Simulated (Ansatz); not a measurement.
The cation of AlGaH4 at the neutral geometry.

```yaml
crystal:
  periodic: [false, false, false]
  atoms:
    - {symbol: Al, position_ang: [-0.037113, -1.036675, -0.021971]}
    - {symbol: Ga, position_ang: [-0.433748, 1.326780, -0.510416]}
    - {symbol: H, position_ang: [-1.139585, -1.699990, 0.898294]}
    - {symbol: H, position_ang: [0.928338, -1.745837, -1.055476]}
    - {symbol: H, position_ang: [0.727897, 0.286031, 0.752576]}
    - {symbol: H, position_ang: [-0.003689, 2.805693, -0.109206]}
basis:
  gaussian: {orbitals: def2-TZVPP}
total_charge: 1
magnetization: {spin_polarized: true, initial_magnetization: 1}
hamiltonian: {xc: r2scan, dispersion: d4}
```

```sh
$ ansatz run in.yaml --threads 2 --pin off --events-out ev --progress --plain --max-ram 4352MiB
```

It prints (some lines left out):

```
Functional definition: r2SCAN
873 factors; their error is unknown
mean field evaluation 1: about -59027.0197 eV, gradient 1.9e1 eV
mean field evaluation 2: about -59016.2082 eV, gradient 4.0e1 eV
mean field evaluation 4: about -59029.2077 eV, gradient 1.9e0 eV
mean field evaluation 8: about -59029.2384 eV, gradient 1.3e-1 eV
mean field evaluation 16: about -59029.2222 eV, gradient 3.3e-4 eV
mean field -59029.22220314 eV, -2169.2839045214 hartree, gradient 3.9e-5 eV, S^2 0.759985; 1 other end points of the search recorded, 0 dependent functions left out
reference -59029.22222085 eV, -2169.2839051723 hartree; 24, 23 occupied and 122, 123 virtual orbitals, 873 factors
Total energy: -59029.23727589 eV, -2169.2844584347 hartree
```

It took 8.5 s on 2 threads of an Arm Neoverse V1 on a shared host, with 0.31 GiB of host memory at the peak.
